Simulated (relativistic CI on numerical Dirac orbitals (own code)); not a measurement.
**Inner-shell lines of Cl**

These numbers are calculated, not measured: Dirac-Coulomb-Breit CI, orbitals from a KLI potential per configuration, QED by a radiative potential, unscaled Slater integrals (own radial code, finite nucleus).

Configuration list (outside the closed core 2s2 2p6): 1s2.3s2.3p5, 1s.3s2.3p6, 1s.3s2.3p5.4p, 1s.3s.3p6.4p, 1s2.3s.3p6. Levels of other configurations are missing.

The table holds the strongest lines. The upper levels have an inner-shell vacancy. Auger decay, open to those above the ionisation limit, is not computed, and radiative decays to configurations outside the model are missing too. Absolute energies can be off by a few tenths of a per cent, and with unscaled integrals term splittings come out 10 to 25 % too wide, so close lines can change order. LS names give the leading component, which can be well under half, for lower levels too. Brackets number the levels in order of energy.

```tsv
E (eV)	Upper	Lower	A (s⁻¹)	gA (s⁻¹)
2815.91	1s.3s2.3p6 2S_1/2 [4]	1s2.3s2.3p5 2P°_1/2 [2]	3.19e+12	6.38e+12
2816.03	1s.3s2.3p6 2S_1/2 [4]	1s2.3s2.3p5 2P°_3/2 [1]	6.31e+12	1.26e+13
2827.94	1s.3s2.3p5.4p 4S_3/2 [5]	1s2.3s2.3p5 2P°_3/2 [1]	2.56e+08	1.03e+09
2828.05	1s.3s2.3p5.4p 4D_3/2 [8]	1s2.3s2.3p5 2P°_1/2 [2]	3.26e+09	1.30e+10
2828.10	1s.3s2.3p5.4p 4D_1/2 [10]	1s2.3s2.3p5 2P°_1/2 [2]	2.87e+09	5.75e+09
2828.11	1s.3s2.3p5.4p 4D_5/2 [7]	1s2.3s2.3p5 2P°_3/2 [1]	2.96e+10	1.78e+11
2828.13	1s.3s2.3p5.4p 2P_3/2 [11]	1s2.3s2.3p5 2P°_1/2 [2]	8.37e+09	3.35e+10
2828.16	1s.3s2.3p5.4p 4D_3/2 [8]	1s2.3s2.3p5 2P°_3/2 [1]	2.45e+10	9.78e+10
2828.16	1s.3s2.3p5.4p 2D_5/2 [9]	1s2.3s2.3p5 2P°_3/2 [1]	6.37e+10	3.82e+11
2828.17	1s.3s2.3p5.4p 4P_3/2 [14]	1s2.3s2.3p5 2P°_1/2 [2]	4.08e+10	1.63e+11
2828.21	1s.3s2.3p5.4p 4D_1/2 [10]	1s2.3s2.3p5 2P°_3/2 [1]	2.19e+10	4.38e+10
2828.21	1s.3s2.3p5.4p 4P_1/2 [15]	1s2.3s2.3p5 2P°_1/2 [2]	8.76e+08	1.75e+09
2828.24	1s.3s2.3p5.4p 4P_3/2 [16]	1s2.3s2.3p5 2P°_1/2 [2]	3.93e+10	1.57e+11
2828.24	1s.3s2.3p5.4p 2P_3/2 [11]	1s2.3s2.3p5 2P°_3/2 [1]	6.73e+10	2.69e+11
2828.26	1s.3s2.3p5.4p 4P_5/2 [12]	1s2.3s2.3p5 2P°_3/2 [1]	1.42e+10	8.49e+10
2828.27	1s.3s2.3p5.4p 2S_1/2 [13]	1s2.3s2.3p5 2P°_3/2 [1]	1.03e+11	2.06e+11
2828.28	1s.3s2.3p5.4p 4P_3/2 [14]	1s2.3s2.3p5 2P°_3/2 [1]	8.59e+09	3.44e+10
2828.30	1s.3s2.3p5.4p 2S_1/2 [17]	1s2.3s2.3p5 2P°_1/2 [2]	1.04e+11	2.08e+11
2828.32	1s.3s2.3p5.4p 4P_1/2 [15]	1s2.3s2.3p5 2P°_3/2 [1]	1.96e+09	3.92e+09
2828.35	1s.3s2.3p5.4p 4P_3/2 [16]	1s2.3s2.3p5 2P°_3/2 [1]	3.95e+09	1.58e+10
2828.41	1s.3s2.3p5.4p 2S_1/2 [17]	1s2.3s2.3p5 2P°_3/2 [1]	1.05e+10	2.10e+10
2828.84	1s.3s2.3p5.4p 2D_3/2 [18]	1s2.3s2.3p5 2P°_1/2 [2]	3.37e+10	1.35e+11
2828.93	1s.3s2.3p5.4p 2S_1/2 [20]	1s2.3s2.3p5 2P°_1/2 [2]	2.04e+10	4.09e+10
2828.96	1s.3s2.3p5.4p 2D_3/2 [18]	1s2.3s2.3p5 2P°_3/2 [1]	4.43e+09	1.77e+10
2828.96	1s.3s2.3p5.4p 2P_3/2 [21]	1s2.3s2.3p5 2P°_1/2 [2]	7.88e+09	3.15e+10
2828.96	1s.3s2.3p5.4p 2D_5/2 [19]	1s2.3s2.3p5 2P°_3/2 [1]	2.57e+10	1.54e+11
2828.97	1s.3s2.3p5.4p 2P_1/2 [22]	1s2.3s2.3p5 2P°_1/2 [2]	1.37e+10	2.74e+10
2829.04	1s.3s2.3p5.4p 2S_1/2 [20]	1s2.3s2.3p5 2P°_3/2 [1]	1.19e+08	2.37e+08
2829.07	1s.3s2.3p5.4p 2P_3/2 [21]	1s2.3s2.3p5 2P°_3/2 [1]	2.51e+10	1.00e+11
2829.08	1s.3s2.3p5.4p 2P_1/2 [22]	1s2.3s2.3p5 2P°_3/2 [1]	1.24e+10	2.48e+10
2829.67	1s.3s.3p6.4p 4P°_3/2 [24]	1s2.3s.3p6 2S_1/2 [3]	9.84e+07	3.93e+08
2829.76	1s.3s.3p6.4p 2P°_3/2 [26]	1s2.3s.3p6 2S_1/2 [3]	1.11e+11	4.44e+11
2829.76	1s.3s.3p6.4p 2P°_1/2 [27]	1s2.3s.3p6 2S_1/2 [3]	1.11e+11	2.22e+11
2831.24	1s.3s.3p6.4p 2P°_1/2 [28]	1s2.3s.3p6 2S_1/2 [3]	3.24e+10	6.49e+10
2831.25	1s.3s.3p6.4p 2P°_3/2 [29]	1s2.3s.3p6 2S_1/2 [3]	3.21e+10	1.28e+11
```
